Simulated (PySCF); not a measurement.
C4H6S. Atoms are numbered in the order given.

```xyz
11

C      1.0284    -0.9256     0.5582
C      1.2591     0.1389    -0.2404
S     -0.1857     0.9973    -0.7910
C     -1.2101     0.0541     0.4335
C     -0.4369    -1.2353     0.7637
H      1.8309    -1.5683     0.9490
H      2.2408     0.4924    -0.5878
H     -1.3221     0.6955     1.3323
H     -2.2120    -0.1269     0.0006
H     -0.7393    -2.0640     0.0793
H     -0.6698    -1.5779     1.7936
```

Geometry: PBE-D3(BJ)/def2-SVP. One conformer was computed; it need not be the lowest.

Calculation: B3LYP/pcSseg-1 in PySCF.

GIAO shieldings, no solvent; atoms listed in one row are averaged. δ = σ(ref) − σ: ¹³C against TMS (σ = 181.3 ppm); ³³S against H2S (σ = 695.8 ppm); ¹H against TMS (σ = 31.68 ppm), references at their B3LYP-D3(BJ)/def2-TZVP geometries, non-relativistic.

Computed chemical shifts:
```tsv
nucleus	atoms	count	δ (ppm)
¹³C	C2	1	145.1
¹³C	C1	1	130.6
¹³C	C4	1	44.9
¹³C	C5	1	42.3
³³S	S3	1	300.0
¹H	H7	1	6.49
¹H	H6	1	5.98
¹H	H8	1	3.61
¹H	H9	1	3.50
¹H	H10	1	3.16
¹H	H11	1	3.08
```
